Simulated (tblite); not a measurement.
Species: C5H10O2Si.
Numbering: `[CH2:1]=[CH:2][CH2:3][CH2:4][C:5](=[O:6])[O:7][SiH3:8]` (hydrogens: H9, H10 on C1; H11 on C2; H12, H13 on C3; H14, H15 on C4; H16, H17, H18 on Si8)

Structure used (GFN2-xTB), in Å, numbered top down from 1:
```xyz
18
C5H10O2Si angstrom
C     -1.538    1.449   -0.788
C     -1.614    0.576    0.199
C     -1.615   -0.908    0.012
C     -0.382   -1.550    0.674
C      0.853   -0.988    0.016
O      1.350   -1.423   -0.989
O      1.328    0.082    0.635
Si     2.581    0.985    0.021
H     -1.530    2.511   -0.612
H     -1.487    1.134   -1.818
H     -1.657    0.913    1.226
H     -2.512   -1.336    0.469
H     -1.617   -1.152   -1.052
H     -0.407   -2.630    0.527
H     -0.363   -1.316    1.739
H      2.602    2.017    1.048
H      2.209    1.474   -1.301
H      3.789    0.170   -0.017
```

Calculated harmonic vibrations of the isolated species, GFN2-xTB (tblite), most abundant isotopes, no scaling. Errors from tens to a few hundred cm⁻¹ against measured bands are possible. Modes of hydrogen on silicon can be 10 to 20 % off. One conformer, not necessarily the lowest.

Harmonic wavenumbers (cm⁻¹): 26.0, 46.8, 70.5, 88.8, 110.9, 121.3, 206.7, 295.9, 376.7, 431.1, 562.6, 601.9, 623.2, 633.3, 722.3, 746.6, 769.8, 778.8, 795.5, 876.1, 893.0, 909.7, 961.3, 986.3, 1022.8, 1055.5, 1083.4, 1156.4, 1189.5, 1233.2, 1280.6, 1294.2, 1318.4, 1414.8, 1444.2, 1470.2, 1721.1, 1763.1, 2306.2, 2320.1, 2334.4, 2955.1, 2991.5, 2999.4, 3005.6, 3059.2, 3099.2, 3128.2.

A = 2428, B = 1230, C = 964.8 MHz; mass 130.045 u (most abundant isotopes); point group C1, symmetry number 1.

Question: What is the zero-point energy?

Answer: Half the sum of the wavenumbers: 29641 cm⁻¹ = 84.75 kcal/mol.

Question: What is S at 400 K and 1 bar for an ideal gas of classical rigid rotors and harmonic oscillators?

Answer: Translation 41.99, rotation 29.98, vibration 45.12: S = 117.1 cal/(mol K).

Question: And Cp and H(400 K) − H(0)?

Answer: Cp = 48.16 cal/(mol K), of which vibrations give 40.21 (their classical limit is 48 R = 95.4); H(400 K) − H(0) = 11.69 kcal/mol without the zero-point energy, 8.51 from vibrations.

Question: Which modes carry the vibrational entropy at 400 K?

Answer: 26.0 cm⁻¹: 6.70; 46.8 cm⁻¹: 5.53; 70.5 cm⁻¹: 4.72; 88.8 cm⁻¹: 4.26; 110.9 cm⁻¹: 3.83; 121.3 cm⁻¹: 3.65 cal/(mol K); the other 42 give 16.43 together.

Question: How do the functions run with temperature in this model?

Answer: 
```csv
T (K),S (cal/(mol K)),Cp (cal/(mol K)),H − H(0) (kcal/mol),G − H(0) (kcal/mol),ln q(vib)
100,74.4,20.6,1.52,-5.93,3.15
200,91.1,28.8,3.97,-14.25,6.41
300,104.6,38.7,7.34,-24.05,9.27
500,128.7,56.1,16.92,-47.44,14.64
800,159.0,72.4,36.42,-90.75,22.10
1000,175.9,79.4,51.65,-124.28,26.66
```

q(vib) and H(0) count from the zero-point level.

Question: What must be added to the electronic energy to get the Gibbs energy at 400 K and 1 bar?

Answer: ZPE + [H(400 K) − H(0)] − T·S = 84.75 + 11.69 − 46.83 = 49.61 kcal/mol.

Hindered rotation and anharmonicity are outside this model. Other conformers, if any are populated, would add a mixing term that is left out. The structure is chiral; the term R ln 2 for an equal mix with its mirror image is left out.
